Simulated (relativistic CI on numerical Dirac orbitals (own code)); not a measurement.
## Tb VIII: sensitivity of the levels to the model

Base calculation: Dirac-Coulomb-Breit CI, separate exchange-only KLI orbitals for each configuration, QED by a radiative potential, unscaled Slater integrals.

Configurations in the expansion (outside the closed core [Kr] 4d10): 4f7 5s2 5p3, 4f6 5s 5p5. The list is cut by size and lacks configurations that can hold low levels.

Variants: (1) P86 correlation estimate; (2) one mean potential for all configurations. Shifts of the energy above 4f7 5s2 5p3 11S_5, in cm⁻¹, for the lowest level and the first level of each name with at least 55 % of one term (blank where a level changes its place among those of its configuration and J or its character, or is not in the variant):

```csv
Level,Base,Δ(1),Δ(2)
4f7 5s2 5p3 11S_5,0.0,0.0,0.0
4f7 5s2 5p3 9D_2,42426.6,0.0,+26.9
4f7 5s2 5p3 9P_3,55298.0,0.0,+679.6
4f7 5s2 5p3 9I_10,57450.3,0.0,+851.9
4f7 5s2 5p3 9I_4,57470.0,0.0,+898.6
4f7 5s2 5p3 9I_5,57488.0,0.0,+880.1
4f7 5s2 5p3 9I_3,57532.2,0.0,+908.2
4f7 5s2 5p3 9I_6,57557.7,0.0,+858.1
4f7 5s2 5p3 9I_9,57590.0,0.0,+830.3
4f7 5s2 5p3 9I_7,57629.9,0.0,+838.9
4f7 5s2 5p3 9I_8,57652.7,0.0,+828.2
4f7 5s2 5p3 9I_2,57669.9,0.0,+906.1
4f7 5s2 5p3 9D_6,60009.8,0.0,+623.2
4f7 5s2 5p3 7I_9,74883.2,0.0,+835.9
```

At this charge configurations can still be misplaced by up to about 7 % of their energy. Terms inside the open d or f shell come out 10 to 20 % too wide with unscaled integrals. Levels and lines within the n = 5 or 6 shells can be off by up to 10 % or somewhat more, and those that change n by about 2 %, since core polarisation is missing.

LS names give the leading component of a level, which can be under half, so a name can repeat, a term be missing and a line seem to break the LS rules.
